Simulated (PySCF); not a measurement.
BeF2, singlet, at a GFN2-xTB geometry (such geometries of metal compounds can be far from the true shape); PySCF with O3LYP/def2-TZVP.

The PySCF input:
```python
from pyscf import gto, scf, dft

mol = gto.M(
    atom='''
Be    0.000000    0.000000    0.000000
F    -0.000000   -0.000000   -1.369539
F     0.000000    0.000000    1.369539
''',
    basis='def2-tzvp',
    charge=0,
    spin=0,
    verbose=4,
)

mf = dft.RKS(mol)
mf.xc = 'o3lyp'
mf.kernel()
mf.analyze()
```

Output, abridged:

```
PySCF version 2.14.0

[INPUT] verbose = 4
[INPUT] num. atoms = 3
[INPUT] num. electrons = 22
[INPUT] charge = 0
[INPUT] spin (= nelec alpha-beta = 2S) = 0
[INPUT] symmetry False subgroup None
[INPUT] Mole.unit = angstrom
[INPUT] Symbol           X                Y                Z      unit          X                Y                Z       unit  Magmom
[INPUT]  1 Be     0.000000000000   0.000000000000   0.000000000000 AA    0.000000000000   0.000000000000   0.000000000000 Bohr   0.0
[INPUT]  2 F      0.000000000000   0.000000000000  -1.369539000000 AA    0.000000000000   0.000000000000  -2.588053626911 Bohr   0.0
[INPUT]  3 F      0.000000000000   0.000000000000   1.369539000000 AA    0.000000000000   0.000000000000   2.588053626911 Bohr   0.0

nuclear repulsion = 43.4689601599516
number of shells = 31
number of NR pGTOs = 120
number of NR cGTOs = 81
basis = def2-tzvp
ecp = {}

******** <class 'pyscf.dft.rks.RKS'> ********
method = RKS
initial guess = minao
damping factor = 0
level_shift factor = 0
DIIS = <class 'pyscf.scf.diis.CDIIS'>
diis_start_cycle = 1
diis_space = 8
diis_damp = 0
SCF conv_tol = 1e-09
SCF conv_tol_grad = None
SCF max_cycles = 50
direct_scf = True
direct_scf_tol = 1e-13
XC library pyscf.dft.libxc version 7.1.2
    S. Lehtola, C. Steigemann, M. J. T. Oliveira, and M. A. L. Marques,  SoftwareX 7, 1–5 (2018)
XC functionals = o3lyp
    W.-M. Hoe, A. J. Cohen, and N. C. Handy,  Chem. Phys. Lett. 341, 319–328 (2001)
    A. J. Cohen and N. C. Handy,  Mol. Phys. 99, 607 (2001)
radial grids:
    Treutler-Ahlrichs [JCP 102, 346 (1995); DOI:10.1063/1.469408] (M4) radial grids

becke partition: Becke, JCP 88, 2547 (1988); DOI:10.1063/1.454033
pruning grids: <function nwchem_prune>
grids dens level: 3
symmetrized grids: False
atomic radii adjust function: <function treutler_atomic_radii_adjust>
small_rho_cutoff = 0
Set gradient conv threshold to 3.16228e-05
Initial guess from minao.
tot grids = 42248
init E= -214.618804816161
  HOMO = -0.527756164700445  LUMO = -0.0848150307809945  gap/eV = 12.05304
cycle= 1 E= -214.492565887688  delta_E= 0.126  |g|= 0.888  |ddm|= 1.81
  HOMO = -0.228523529206219  LUMO = -0.0295974661706602  gap/eV = 5.41305
cycle= 2 E= -214.148137972355  delta_E= 0.344  |g|= 1.75  |ddm|= 1.05
  HOMO = -0.391597678556202  LUMO = -0.0435065828479608  gap/eV = 9.47204
cycle= 3 E= -214.616757877409  delta_E= -0.469  |g|= 0.0167  |ddm|= 0.684
  HOMO = -0.389824090902667  LUMO = -0.0444516225122342  gap/eV = 9.39806
cycle= 4 E= -214.616810405599  delta_E= -5.25e-05  |g|= 0.00785  |ddm|= 0.0342
  HOMO = -0.389424486710968  LUMO = -0.0439896493359768  gap/eV = 9.39976
cycle= 5 E= -214.616820651783  delta_E= -1.02e-05  |g|= 0.00116  |ddm|= 0.00797
  HOMO = -0.389563344647866  LUMO = -0.0439994657791232  gap/eV = 9.40327
cycle= 6 E= -214.616820856369  delta_E= -2.05e-07  |g|= 4.49e-05  |ddm|= 0.000525
  HOMO = -0.389570399577526  LUMO = -0.044004869721924  gap/eV = 9.40332
cycle= 7 E= -214.616820856783  delta_E= -4.14e-10  |g|= 8.37e-06  |ddm|= 8.83e-05
  HOMO = -0.389567700321926  LUMO = -0.0440045295704365  gap/eV = 9.40325
Extra cycle  E= -214.616820856765  delta_E= 1.74e-11  |g|= 1.4e-05  |ddm|= 9.05e-06
converged SCF energy = -214.616820856765
**** SCF Summaries ****
Total Energy =                        -214.616820856765429
Nuclear Repulsion Energy =              43.468960159951642
One-electron Energy =                 -385.611476677827795
Two-electron Energy =                  127.525695661110703
Two-electron Coulomb Energy =          151.419119525804973
DFT Exchange-Correlation Energy =      -23.893423864694274
HOMO-LUMO gap [eV] =                     9.403252833613957
**** MO energy ****
MO #1   energy= -24.4758215168289  occ= 2
MO #2   energy= -24.4758137878191  occ= 2
MO #3   energy= -3.99966065244171  occ= 2
MO #4   energy= -1.13703235118077  occ= 2
MO #5   energy= -1.12824560208625  occ= 2
MO #6   energy= -0.454678296181032 occ= 2
MO #7   energy= -0.44303210962352  occ= 2
MO #8   energy= -0.412730542361893 occ= 2
MO #9   energy= -0.412730542361842 occ= 2
MO #10  energy= -0.389567700321971 occ= 2
MO #11  energy= -0.389567700321926 occ= 2
MO #12  energy= -0.0440045295704365 occ= 0
MO #13  energy= 0.0240787839581792 occ= 0
MO #14  energy= 0.0240787839582978 occ= 0
MO #15  energy= 0.0827714890613776 occ= 0
MO #16  energy= 0.0977594529835019 occ= 0
MO #17  energy= 0.202867357164096  occ= 0
MO #18  energy= 0.202867357164222  occ= 0
MO #19  energy= 0.356458163645373  occ= 0
 ** Mulliken pop on meta-lowdin orthogonal AOs  **
 ** Mulliken pop  **
 ** Mulliken atomic charges  **
charge of    0Be =      1.55851
charge of    1F =     -0.77925
charge of    2F =     -0.77925
Dipole moment(X, Y, Z, Debye): -0.00000, -0.00000, -0.00000
```
